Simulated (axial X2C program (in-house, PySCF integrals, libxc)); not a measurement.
## Potential curves of TaGe, spin-free

Calculated with an in-house relativistic program for diatomic molecules. Spin-free means the one-electron spin-free X2C Hamiltonian. Basis: Ta dyall-cv3z [13s14p9d7f4g], Ge dyall-cv3z [9s9p7d4f1g] (cores contracted in-house); Gaussian nuclei, density fitting, unrestricted open shells. Masses: Ta 180.948 u, Ge 73.921 u.

State: M_S = 5/2, Λ = 0 (beyond evenly filled blocks: σα, π+α, π-α, δ+α, δ-α). Energies in eV from the fragments at the same level (Ta + Ge). Fits are polynomials in 1 − R0/R over 0.85 to 1.23 times the lowest point R0.

```csv
R (Å),HF,CCSD(T),PBE0,BLYP
2.0802,0.8639,,-1.1220,-0.6874
2.1758,-0.0713,,-1.9714,-1.6023
2.2475,-0.5482,-1.5872,-2.3845,-2.0652
2.3193,-0.8799,-1.8904,-2.6509,-2.3817
2.3910,-1.0981,-2.0728,-2.8015,-2.5827
2.4747,-1.2434,-2.1694,-2.8654,-2.7055
2.5584,-1.3004,-2.1722,-2.8390,-2.7379
2.6660,-1.2817,-2.0820,-2.7122,-2.6854
2.7975,-1.1680,-1.8860,-2.4679,-2.5280
2.9888,-0.9119,,-2.0323,-2.2055
```

Correlated methods: 9 electrons correlated (number of frozen shells: Ta 5 s, 4 p, 2 d, 1 f; Ge 3 s, 2 p, 1 d), 353 virtual spin orbitals or spinors in MP2, 90 natural virtuals in coupled cluster.

The state is one determinant whose occupation by symmetry is held fixed; it was picked as the lowest of a PBE0 search that is not exhaustive. De is counted from the lowest determinant-based energies of the atoms at the same level, without counterpoise correction. Coupled cluster ran in a truncated set of natural virtual spinors; the MP2 energy of the rest was added. (T) has no such correction and the atoms are truncated less, which lowers De at CCSD(T) by a hundredth of an eV or more. Other states lie close and PBE0, whose exact exchange favours high spin, may order them wrongly; the determinant shown need not be the ground state. The nearest other spin-free determinant of the search, M_S = 3/2, Λ = 3, lies 0.13 eV up at the distance of the search. Without a current term, density functionals place determinants with orbital angular momentum somewhat too high. The outer-core s and p shells of the metal are frozen in the correlated rows, which leaves out core–valence correlation; for alkali and alkaline-earth bonds that tends to lengthen them. At some level and bond length an empty orbital lies below a filled one. The determinant is spin-polarised beyond a pure state at some levels (its spin-free form has ⟨S²⟩ too high), which makes Re and μ there less reliable. The T1 diagnostic is large, a sign of multireference character. With the outer-core shells frozen, correlated bond lengths of heavy atoms tend to come out a few hundredths of an ångström too long. Spin-free De lacks the spin–orbit lowering of the heavy p-block atom, a tenth of an eV or more for 4p and 5p, up to an eV for 6p and one to two eV for 7p atoms, less what an open-shell molecule gains itself. Coupled cluster ran on the points near the minimum only. MP2 and coupled cluster on one determinant become unreliable at the stretched end.

Task: Fit the HF curve near its minimum: give the equilibrium distance, the harmonic wavenumber and the well depth.

Result: At HF, spin-free: Re = 2.588 Å, ωe ≈ 205 cm⁻¹, De = 1.30 eV to Ta + Ge; Be follows as 0.048 cm⁻¹.

Task: Fit the CCSD(T) curve near its minimum: give the equilibrium distance, the harmonic wavenumber and the well depth.

Result: At CCSD(T), spin-free: Re = 2.519 Å, ωe ≈ 240 cm⁻¹, De = 2.18 eV to Ta + Ge; Be follows as 0.0506 cm⁻¹.

Task: What are Re, ωe and De at the PBE0 level?

Result: At PBE0, spin-free: Re = 2.488 Å, ωe ≈ 251 cm⁻¹, De = 2.87 eV to Ta + Ge; Be follows as 0.0519 cm⁻¹.

Task: Fit the BLYP curve near its minimum: give the equilibrium distance, the harmonic wavenumber and the well depth.

Result: At BLYP, spin-free: Re = 2.553 Å, ωe ≈ 222 cm⁻¹, De = 2.74 eV to Ta + Ge; Be follows as 0.0493 cm⁻¹.
